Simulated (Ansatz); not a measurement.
Coupled-cluster run, `FC1CCC(F)(F)O1`.

```yaml
crystal:
  periodic: [false, false, false]
  atoms:
    - {symbol: F, position_ang: [-1.581206, 1.158266, -0.987104]}
    - {symbol: C, position_ang: [-0.241468, 1.113272, -0.675300]}
    - {symbol: C, position_ang: [0.323824, -0.245792, -1.034628]}
    - {symbol: C, position_ang: [-0.023824, -1.048556, 0.210329]}
    - {symbol: C, position_ang: [0.075427, 0.006929, 1.295937]}
    - {symbol: F, position_ang: [-0.831733, -0.144287, 2.274430]}
    - {symbol: F, position_ang: [1.283209, -0.004875, 1.906544]}
    - {symbol: O, position_ang: [-0.092531, 1.241844, 0.703012]}
    - {symbol: H, position_ang: [0.226022, 1.974591, -1.153185]}
    - {symbol: H, position_ang: [1.405171, -0.163921, -1.162310]}
    - {symbol: H, position_ang: [-0.112216, -0.629900, -1.955014]}
    - {symbol: H, position_ang: [0.642023, -1.883640, 0.416263]}
    - {symbol: H, position_ang: [-1.052198, -1.408730, 0.175927]}
basis:
  gaussian: {orbitals: def2-SVP}
correlation: {method: ccsd_t}
```

```sh
$ ansatz run in.yaml --threads 4 --pin off --events-out ev --progress --plain --max-ram 11315MiB
```

Log, shortened:

```
Functional definition: HF
1354 factors; integrals over basis functions are off by at most 1.4e-3 eV
mean field evaluation 1: about -14339.7965 eV, gradient 4.8e1 eV
mean field evaluation 2: about -14340.0020 eV, gradient 4.8e1 eV
mean field evaluation 4: about -14344.9246 eV, gradient 4.4e0 eV
mean field evaluation 8: about -14344.9911 eV, gradient 2.5e-1 eV
mean field -14344.99135788 eV, -527.1687090176 hartree, gradient 2.0e-6 eV, S^2 0.000000; 0 other end points of the search recorded, 0 dependent functions left out
8 core orbitals not correlated: weight in the atoms' cores, before any rotation towards them, 1.000 or more for the frozen orbitals, at most 0.000 for the correlated occupied ones
reference -14344.99135788 eV, -527.1687090176 hartree; 24, 24 occupied and 105, 105 virtual orbitals, 1354 factors
second order -34.39403032 eV of doubles, -0.00000000 eV of singles
cycle   1  -34.69381694 eV  change   -3.0e-1 eV  update   1.2e-1
cycle   2  -35.43606385 eV  change   -7.4e-1 eV  update   3.3e-2
cycle   3  -35.61874650 eV  change   -1.8e-1 eV  update   1.6e-2
cycle   4  -35.61114688 eV  change    7.6e-3 eV  update   3.2e-3
cycle   5  -35.61015453 eV  change    9.9e-4 eV  update   1.4e-3
cycle   6  -35.61081206 eV  change   -6.6e-4 eV  update   3.9e-4
cycle   7  -35.61055435 eV  change    2.6e-4 eV  update   1.4e-4
cycle   8  -35.61043712 eV  change    1.2e-4 eV  update   4.2e-5
cycle   9  -35.61044433 eV  change   -7.2e-6 eV  update   1.4e-5
perturbative correction -0.89382945 eV, -0.0328476266 hartree
Total energy: -14381.49563167 eV, -528.5102163359 hartree
```

Hardware: 4 threads of an Arm Neoverse V2 on a shared host. Wall time 38 s, peak host memory 1.2 GiB.

MP2 recovers 94.2 % of the CCSD(T) correlation energy and the triples give 2.4 %; T1 = 0.0111.
